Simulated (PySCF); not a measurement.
Cl₂FH₅Si₃, SMILES F[SiH2][SiH2][SiH](Cl)Cl. Atoms are numbered in the order given.

```xyz
11

Si     2.4626     0.0928    -0.1201
F      3.8081    -0.8351    -0.1355
Si     0.5598    -1.2829     0.0344
Si    -1.2421     0.1174    -0.4960
Cl    -3.0122    -0.5396     0.3632
Cl    -0.7324     1.9843     0.2925
H      2.5405     1.0101     1.0470
H      2.4260     0.8733    -1.3875
H      0.6178    -2.4296    -0.9187
H      0.3650    -1.7879     1.4237
H     -1.4868     0.3090    -1.9479
```

Geometry optimised at B3LYP-D3(BJ)/def2-SVP. The structure was generated by enumeration, and PubChem lists no compound with its InChIKey, so it may never have been made. One conformer was computed; it need not be the lowest.

The numbers are results of PBE0/def2-TZVP (PySCF), not measurements.

The molecule is in vacuum.

| Item | Result |
|---|---|
| total energy | -1891.22658 hartree |
| highest occupied level | -8.19 eV |
| lowest empty level | -1.28 eV |
| orbital gap | 6.91 eV |
| dipole moment | 0.79 D |
| quadrupole, principal values (traceless, Buckingham form, about the centre of nuclear charge) | -11.32, 4.22, 7.10 D·Å |
| mean static polarisability | 105.3 bohr³ (15.61 Å³) |
| polarisability, principal values | 85.8, 103.7, 126.5 bohr³ |
